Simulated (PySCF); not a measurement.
Species: C9H9NS.
Atom-mapped SMILES: `[CH3:1][CH2:2][c:3]1[cH:4][s:5][c:6]2[cH:7][n:8][cH:9][cH:10][c:11]12` (hydrogens: H12, H13, H14 on C1; H15, H16 on C2; H17 on C4; H18 on C7; H19 on C9; H20 on C10)

The same species was optimised twice, with GFN2-xTB and with PBE0-D3(BJ)/def2-SVP (PySCF), and the same property calculations (PySCF, gas phase) were run on both structures.

```json
{"coordinate": "C3–C4 (Å)", "GFN2-xTB": "1.353", "PBE0-D3(BJ)/def2-SVP": "1.365", "change": "+0.012"}
{"coordinate": "C6–C7 (Å)", "GFN2-xTB": "1.389", "PBE0-D3(BJ)/def2-SVP": "1.400", "change": "+0.011"}
{"coordinate": "C3–C11 (Å)", "GFN2-xTB": "1.433", "PBE0-D3(BJ)/def2-SVP": "1.443", "change": "+0.010"}
{"coordinate": "N8–C9 (Å)", "GFN2-xTB": "1.332", "PBE0-D3(BJ)/def2-SVP": "1.342", "change": "+0.010"}
{"coordinate": "C9–C10 (Å)", "GFN2-xTB": "1.379", "PBE0-D3(BJ)/def2-SVP": "1.387", "change": "+0.008"}
{"coordinate": "C10–C11 (Å)", "GFN2-xTB": "1.397", "PBE0-D3(BJ)/def2-SVP": "1.405", "change": "+0.008"}
{"coordinate": "C7–N8 (Å)", "GFN2-xTB": "1.314", "PBE0-D3(BJ)/def2-SVP": "1.321", "change": "+0.007"}
{"coordinate": "C2–C3 (Å)", "GFN2-xTB": "1.496", "PBE0-D3(BJ)/def2-SVP": "1.499", "change": "+0.003"}
{"coordinate": "C6–C11 (Å)", "GFN2-xTB": "1.410", "PBE0-D3(BJ)/def2-SVP": "1.413", "change": "+0.003"}
{"coordinate": "C1–C2 (Å)", "GFN2-xTB": "1.530", "PBE0-D3(BJ)/def2-SVP": "1.527", "change": "-0.003"}
{"coordinate": "S5–C6 (Å)", "GFN2-xTB": "1.738", "PBE0-D3(BJ)/def2-SVP": "1.736", "change": "-0.002"}
{"coordinate": "C4–S5 (Å)", "GFN2-xTB": "1.732", "PBE0-D3(BJ)/def2-SVP": "1.731", "change": "-0.001"}
{"coordinate": "C1–C2–C3 (°)", "GFN2-xTB": "111.0", "PBE0-D3(BJ)/def2-SVP": "113.1", "change": "+2.1"}
{"coordinate": "C4–C3–C11 (°)", "GFN2-xTB": "111.4", "PBE0-D3(BJ)/def2-SVP": "110.8", "change": "-0.6"}
{"coordinate": "C2–C3–C4 (°)", "GFN2-xTB": "124.7", "PBE0-D3(BJ)/def2-SVP": "125.2", "change": "+0.5"}
{"coordinate": "C4–S5–C6 (°)", "GFN2-xTB": "90.3", "PBE0-D3(BJ)/def2-SVP": "90.7", "change": "+0.4"}
{"coordinate": "C7–N8–C9 (°)", "GFN2-xTB": "119.1", "PBE0-D3(BJ)/def2-SVP": "118.7", "change": "-0.4"}
{"coordinate": "C9–C10–C11 (°)", "GFN2-xTB": "117.9", "PBE0-D3(BJ)/def2-SVP": "118.2", "change": "+0.3"}
{"coordinate": "C6–C7–N8 (°)", "GFN2-xTB": "121.6", "PBE0-D3(BJ)/def2-SVP": "121.8", "change": "+0.2"}
{"coordinate": "C6–C11–C10 (°)", "GFN2-xTB": "117.3", "PBE0-D3(BJ)/def2-SVP": "117.1", "change": "-0.2"}
{"coordinate": "C1–C2–C3–C4 (°)", "GFN2-xTB": "-100", "PBE0-D3(BJ)/def2-SVP": "-102", "change": "-2"}
```

Rotational constants: A = 1400, B = 942.5, C = 591.8 MHz (GFN2-xTB) against A = 1385, B = 932.6, C = 584.2 MHz (PBE0-D3(BJ)/def2-SVP). Point groups within 0.08 Å: C1 and C1.

On the GFN2-xTB structure: HOMO (eV) -6.64 [PBE0/pcSseg-1]; LUMO (eV) -1.24 [PBE0/pcSseg-1]; dipole (D) 3.17 [PBE0/pcSseg-1]; GIAO shielding of C1 (ppm) 168.1 [PBE0/pcSseg-1]; GIAO shielding of C2 (ppm) 160.3 [PBE0/pcSseg-1]; GIAO shielding of C3 (ppm) 42.9 [PBE0/pcSseg-1]; GIAO shielding of C4 (ppm) 52.4 [PBE0/pcSseg-1]; GIAO shielding of S5 (ppm) 342.9 [PBE0/pcSseg-1]; GIAO shielding of C6 (ppm) 41.4 [PBE0/pcSseg-1]; GIAO shielding of C7 (ppm) 36.6 [PBE0/pcSseg-1]; GIAO shielding of N8 (ppm) -76.9 [PBE0/pcSseg-1].

Task: What do these properties become on the PBE0-D3(BJ)/def2-SVP structure?

Result: 
```tsv
property	level	on GFN2-xTB	on PBE0-D3(BJ)/def2-SVP	change
HOMO (eV)	PBE0/pcSseg-1	-6.64	-6.64	0.00
LUMO (eV)	PBE0/pcSseg-1	-1.24	-1.28	-0.04
dipole (D)	PBE0/pcSseg-1	3.17	3.19	+0.02
energy, GFN2-xTB geometry as zero (kcal/mol)	PBE0/pcSseg-1	0.0	-0.5	-0.5
GIAO shielding of C1 (ppm)	PBE0/pcSseg-1	168.1	166.7	-1.4
GIAO shielding of C2 (ppm)	PBE0/pcSseg-1	160.3	159.1	-1.2
GIAO shielding of C3 (ppm)	PBE0/pcSseg-1	42.9	41.0	-1.9
GIAO shielding of C4 (ppm)	PBE0/pcSseg-1	52.4	49.8	-2.6
GIAO shielding of S5 (ppm)	PBE0/pcSseg-1	342.9	341.7	-1.2
GIAO shielding of C6 (ppm)	PBE0/pcSseg-1	41.4	40.7	-0.7
GIAO shielding of C7 (ppm)	PBE0/pcSseg-1	36.6	34.3	-2.3
GIAO shielding of N8 (ppm)	PBE0/pcSseg-1	-76.9	-81.0	-4.1
```

The heavy atoms differ by 0.023 Å rms after alignment. Among bonds between heavy atoms C3–C4 and C6–C7 change most and about equally (+0.011 to +0.012 Å). Changes are differences of the printed values. Neither structure is proved a minimum here.

The values belong to the conformer `[CH3:1][CH2:2][c:3]1[cH:4][s:5][c:6]2[cH:7][n:8][cH:9][cH:10][c:11]12`: C1–C2–C3–C4 -102°.
